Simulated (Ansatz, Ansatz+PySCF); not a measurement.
```xyz
4

O     0.0000    0.0000   -2.1389
O     0.0000    0.0000    2.1389
H    30.0000    0.0000   -0.8282
F    30.0000    0.0000    0.0920
```

Basis set: 6-31G (spherical functions). Frozen core: 3 orbitals. Correlation on ROHF uses semicanonical orbitals with singles. Charge 0, multiplicity 3.

Computed with Ansatz (development build ahead of 0.2.0); each method stands on the lowest determinant of its kind that the runs found.

The atomization energy at this shape (free ground-state atoms in the same class of orbitals less the molecule, no zero-point energy) of triplet HO₂F in separate pieces:

```tsv
method	atomization energy
UHF-MP2	3.60 eV
ROHF-MP2	1.81 eV
UHF	2.21 eV
ROHF-CCSD(T)	2.31 eV
```

(1) What does ROHF give?

Results:

(1) 0.08 eV. Caution: the shape is not the minimum. Caution for UHF-MP2, ROHF-MP2: another reference gives a lower total. Caution for UHF-MP2, ROHF-MP2, ROHF-CCSD(T): large amplitudes, a single reference is doubtful. Caution for UHF-MP2, UHF: the unrestricted determinant is a mixture of spin states. Caution for ROHF-MP2, ROHF-CCSD(T): a plain start can end on a higher determinant. Caution for ROHF-MP2, ROHF, ROHF-CCSD(T): an unrestricted determinant lies well below.

This basis has no polarisation functions and is too small for such energies, which can lie far from measured ones in either direction.
